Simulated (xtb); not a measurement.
C$_{2}$H$_{6}$Cd, charge +1, doublet, geometry from GFN2-xTB (such geometries of metal compounds can be far from the true shape) (a state made from the parent by changing its charge; the spin is typed, not shown lowest), atoms displaced at random by about 0.05 Å a coordinate; GFN2-xTB (xtb).

Input for xtb:
```
$ xtb mol.xyz --gfn 2 --chrg 1 --uhf 1 --opt extreme --json

# file mol.xyz
9

Cd    -0.12551860     0.02446528    -0.02509380
C      1.73727462     0.34919518    -1.45912379
H      2.39354485    -0.63906495    -1.26248335
H      2.27544151     1.21556901    -1.08661455
H      1.36976181     0.28780772    -2.37090391
C     -1.74533397    -0.28797655     1.36288166
H     -2.20894641    -1.22253043     1.09537056
H     -2.36356117     0.53525891     1.16890489
H     -1.28991370    -0.26634023     2.40903032
```

Q: What does xtb print? Leave out banner, timings and long lists.

A: 
```
   ID    Z sym.   atoms
    1   48 Cd     1
    2    6 C      2, 6
    3    1 H      3-5, 7-9

           -------------------------------------------------
          |                Calculation Setup                |
           -------------------------------------------------

           -------------------------------------------------
          |                 G F N 2 - x T B                 |
           -------------------------------------------------

          ...................................................
          :                      SETUP                      :
          :.................................................:
          :  # basis functions                  18          :
          :  # atomic orbitals                  18          :
          :  # shells                           12          :
          :  # electrons                        15          :
          :  max. iterations                   250          :
          :  Hamiltonian                  GFN2-xTB          :
          :  restarted?                      false          :
          :  GBSA solvation                  false          :
          :  PC potential                    false          :
          :  electronic temp.          300.0000000     K    :
          :  accuracy                    1.0000000          :
          :  -> integral cutoff          0.2500000E+02      :
          :  -> integral neglect         0.1000000E-07      :
          :  -> SCF convergence          0.1000000E-05 Eh   :
          :  -> wf. convergence          0.1000000E-03 e    :
          :  Broyden damping             0.4000000          :
          :  net charge                          1          :
          :  unpaired electrons                  1          :
          ...................................................

 iter      E             dE          RMSdq      gap      omega  full diag
   1     -7.4663984 -0.746640E+01  0.186E+01    3.61       0.0  T
   2     -7.4792698 -0.128714E-01  0.833E+00    4.08       1.0  T
   3     -7.4395351  0.397348E-01  0.357E+00    3.25       1.0  T
   4     -7.4900483 -0.505133E-01  0.915E-01    3.59       1.0  T
   5     -7.4904054 -0.357020E-03  0.437E-01    3.73       1.0  T
   6     -7.4921672 -0.176184E-02  0.106E-01    3.70       1.0  T
   7     -7.4921784 -0.112335E-04  0.447E-02    3.70       1.0  T
   8     -7.4921827 -0.427361E-05  0.871E-03    3.70       3.8  T
   9     -7.4921827 -0.142482E-07  0.934E-03    3.70       3.6  T
  10     -7.4921827 -0.618696E-09  0.311E-04    3.70     107.2  T
  11     -7.4921827 -0.370118E-09  0.757E-05    3.70     440.1  T

   *** convergence criteria satisfied after 11 iterations ***

         :::::::::::::::::::::::::::::::::::::::::::::::::::::
         ::                     SUMMARY                     ::
         :::::::::::::::::::::::::::::::::::::::::::::::::::::
         :: total energy              -7.372659560565 Eh    ::
         :: gradient norm              0.160907361835 Eh/a0 ::
         :: HOMO-LUMO gap              3.701776784567 eV    ::
         ::.................................................::
         :: SCC energy                -7.492180917042 Eh    ::
         :: -> isotropic ES            0.125557704744 Eh    ::
         :: -> anisotropic ES         -0.017439766533 Eh    ::
         :: -> anisotropic XC          0.012629160476 Eh    ::
         :: -> dispersion             -0.002477022897 Eh    ::
         :: repulsion energy           0.119521356477 Eh    ::
         :: add. restraining           0.000000000000 Eh    ::
         :: total charge               1.000000000000 e     ::
         :::::::::::::::::::::::::::::::::::::::::::::::::::::

      -----------------------------------------------------------
     |                   =====================                   |
     |                        A N C O P T                        |
     |                   =====================                   |
     |               Approximate Normal Coordinate               |
     |                Rational Function Optimizer                |
      -----------------------------------------------------------
      -----------------------------------------------------------
     |                   =====================                   |
     |                        A N C O P T                        |
     |                   =====================                   |
     |               Approximate Normal Coordinate               |
     |                Rational Function Optimizer                |
      -----------------------------------------------------------

          ...................................................
          :                      SETUP                      :
          :.................................................:
          :   optimization level           extreme          :
          :   max. optcycles                   200          :
          :   ANC micro-cycles                  20          :
          :   degrees of freedom                21          :
          :.................................................:
          :   RF solver                   davidson          :
          :   write xtbopt.log                true          :
          :   linear?                        false          :
          :   energy convergence         0.5000000E-07 Eh   :
          :   grad. convergence          0.5000000E-04 Eh/α :
          :   maxmium RF displ.          1.0000000          :
          :   Hlow (freq-cutoff)         0.1000000E-01      :
          :   Hmax (freq-cutoff)         5.0000000          :
          :   S6 in model hess.         20.0000000          :
          ...................................................

generating ANC from exact Hessian ...
Using Lindh-Hessian (1995)
 Shifting diagonal of input Hessian by    1.0837739456855122E-002
 Lowest  eigenvalues of input Hessian
    0.010000    0.010057    0.000000    0.000000    0.000000    0.000000
[...]
 * total energy  :    -7.3891487 Eh     change       -0.1648912E-01 Eh
 * total energy  :    -7.3914537 Eh     change       -0.2305054E-02 Eh
 * total energy  :    -7.3916739 Eh     change       -0.2202127E-03 Eh
 * total energy  :    -7.3917205 Eh     change       -0.4656958E-04 Eh
 * total energy  :    -7.3917246 Eh     change       -0.4098833E-05 Eh
 * total energy  :    -7.3917256 Eh     change       -0.9510480E-06 Eh
 * total energy  :    -7.3917259 Eh     change       -0.3026998E-06 Eh
 * total energy  :    -7.3917260 Eh     change       -0.1006629E-06 Eh
 * total energy  :    -7.3917261 Eh     change       -0.1100773E-06 Eh
 * total energy  :    -7.3917262 Eh     change       -0.1546588E-06 Eh
 * total energy  :    -7.3917264 Eh     change       -0.1347518E-06 Eh
 * total energy  :    -7.3917265 Eh     change       -0.8274711E-07 Eh
 * total energy  :    -7.3917265 Eh     change       -0.1968865E-07 Eh
   *** GEOMETRY OPTIMIZATION CONVERGED AFTER 14 ITERATIONS ***
[...]
          :  net charge                          1          :
          :  unpaired electrons                  1          :
          ...................................................

 iter      E             dE          RMSdq      gap      omega  full diag
   1     -7.4982476 -0.749825E+01  0.120E-05    3.85       0.0  T
   2     -7.4982476 -0.683897E-13  0.572E-06    3.85    5826.8  T
   3     -7.4982476  0.153655E-12  0.546E-06    3.85    6108.0  T

   *** convergence criteria satisfied after 3 iterations ***

         :::::::::::::::::::::::::::::::::::::::::::::::::::::
         ::                     SUMMARY                     ::
         :::::::::::::::::::::::::::::::::::::::::::::::::::::
         :: total energy              -7.391726471121 Eh    ::
         :: gradient norm              0.000017195603 Eh/a0 ::
         :: HOMO-LUMO gap              3.852378537855 eV    ::
         ::.................................................::
         :: SCC energy                -7.498245797225 Eh    ::
         :: -> isotropic ES            0.126110791887 Eh    ::
         :: -> anisotropic ES         -0.017469398138 Eh    ::
         :: -> anisotropic XC          0.012476561437 Eh    ::
         :: -> dispersion             -0.002464732287 Eh    ::
         :: repulsion energy           0.106519326104 Eh    ::
         :: add. restraining           0.000000000000 Eh    ::
         :: total charge               1.000000000000 e     ::
         :::::::::::::::::::::::::::::::::::::::::::::::::::::

           -------------------------------------------------
          |                Property Printout                |
           -------------------------------------------------

    * Orbital Energies and Occupations

         #    Occupation            Energy/Eh            Energy/eV
      -------------------------------------------------------------
         1        2.0000           -0.7813133             -21.2606
         2        2.0000           -0.7774496             -21.1555
         3        2.0000           -0.6682451             -18.1839
         4        2.0000           -0.6682434             -18.1838
         5        2.0000           -0.6635963             -18.0574
         6        2.0000           -0.6635946             -18.0573
         7        2.0000           -0.6544091             -17.8074
         8        1.0000           -0.5612757             -15.2731 (HOMO)
         9                         -0.4197034             -11.4207 (LUMO)
        10                         -0.2425502              -6.6001
        11                         -0.2425501              -6.6001
        12                         -0.1183793              -3.2213
        13                         -0.0265068              -0.7213
        14                          0.0490349               1.3343
        15                          0.0490390               1.3344
        16                          0.0704908               1.9182
        17                          0.0704933               1.9182
        18                          0.7906440              21.5145
      -------------------------------------------------------------
                  HL-Gap            0.1415723 Eh            3.8524 eV
             Fermi-level           -0.5491659 Eh          -14.9436 eV

     #   Z          covCN         q      C6AA      α(0)
     1  48 Cd       1.628     0.402   192.170    26.609
     2   6 C        3.587    -0.142    24.002     7.103
     3   1 H        0.925     0.147     1.412     1.858
     4   1 H        0.925     0.147     1.412     1.858
     5   1 H        0.925     0.147     1.411     1.858
     6   6 C        3.587    -0.142    24.002     7.103
     7   1 H        0.925     0.147     1.411     1.858
     8   1 H        0.925     0.147     1.412     1.858
     9   1 H        0.925     0.147     1.412     1.858

 Mol. C6AA /au·bohr⁶  :        936.860812
 Mol. C8AA /au·bohr⁸  :      44244.209495
 Mol. α(0) /au        :         51.962323

Wiberg/Mayer (AO) data.
largest (>0.10) Wiberg bond orders for each atom

 ---------------------------------------------------------------------------
     #   Z sym  total        # sym  WBO       # sym  WBO       # sym  WBO
 ---------------------------------------------------------------------------
     1  48 Cd   1.642 --     6 C    0.689     2 C    0.689
     2   6 C    3.736 --     5 H    0.928     3 H    0.928     4 H    0.928
                             1 Cd   0.689     6 C    0.250
     3   1 H    0.978 --     2 C    0.928
     4   1 H    0.978 --     2 C    0.928
     5   1 H    0.978 --     2 C    0.928
     6   6 C    3.736 --     7 H    0.928     8 H    0.928     9 H    0.928
                             1 Cd   0.689     2 C    0.250
     7   1 H    0.978 --     6 C    0.928
     8   1 H    0.978 --     6 C    0.928
     9   1 H    0.978 --     6 C    0.928
 ---------------------------------------------------------------------------

Topologies differ in total number of bonds
Writing topology from bond orders to xtbtopo.mol

molecular dipole:
                 x           y           z       tot (Debye)
 q only:        0.009      -0.001      -0.036
   full:        0.008      -0.002      -0.036       0.094
molecular quadrupole (traceless):
                xx          xy          yy          xz          yz          zz
 q only:        5.406       1.892      -6.335      -9.540      -1.499       0.929
  q+dip:        5.226       1.829      -6.124      -9.221      -1.449       0.898
   full:        3.755       1.314      -4.401      -6.627      -1.041       0.646

optimized geometry written to: xtbopt.xyz

           -------------------------------------------------
          | TOTAL ENERGY               -7.391726471121 Eh   |
          | GRADIENT NORM               0.000017195603 Eh/α |
          | HOMO-LUMO GAP               3.852378537855 eV   |
           -------------------------------------------------

normal termination of xtb
```
